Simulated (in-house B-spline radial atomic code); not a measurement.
**RPA and G0W0 on PBE0: the copper ion Cu⁺**

Configuration [Ar] 3d10, mean-field start PBE0. Computed with an all-electron radial atomic-structure program (B-spline basis): all electrons, non-relativistic, point nucleus, each spin shell either full or empty, empty states to l = 9 with an (l + 1/2)⁻⁴ tail; G0W0 by contour deformation at full frequency.

Command:
```bash
python run_gw.py task.json out
```
Settings (radii: box in bohr, nucleus in fm):
```
Z                        29
electrons                28
configuration            [Ar] 3d10
hamiltonian              nr
method                   pbe0
lmax                     9
spin_polarised           False
box_radius               23.78
intervals                53
```

Time taken, with all properties: 2.4 s on 1 thread of Arm Neoverse N1 (shared host).

Energies (hartree):

```
                                     term        value
                         mean-field total  -1640.00753
Hartree-Fock functional on these orbitals  -1638.71106
                      direct second order      -2.6481
                    second-order exchange      0.74171
                         SOSEX correction       0.6519
```

Task: What is the RPA correlation energy, and what remains with SOSEX?

Result: RPA gives -2.1062 hartree (-2.05 eV per electron); RPA + SOSEX gives -1.4543, and the second-order doubles -1.9064 hartree (no singles). RPA lacks exchange-type terms and so overcorrelates at short range.

Quasi-particle levels (eV):

```tsv
level	occupied	mean field	Σx - vxc	Σc	QP weight	G0W0
3d	yes	-15.954	-7.39	?	?	?
4s	no	-10.169	3.99	-1.44	0.959	-7.619
```

G0W0 = mean field + (Σx - vxc) + Σc, with Σc (partial-wave tail included) taken at the quasi-particle energy. Only the outer levels were computed. Levels of low weight are left out.

Task: Where does G0W0 put 3d?

Result: At -20.386 eV, with Σc = 2.96 eV and a quasi-particle weight of 0.833. The tabulated removal energy is 20.292 eV (NIST, measured); the calculation leaves out relativity, Breit and QED terms, and what these don't explain is the method's own error.
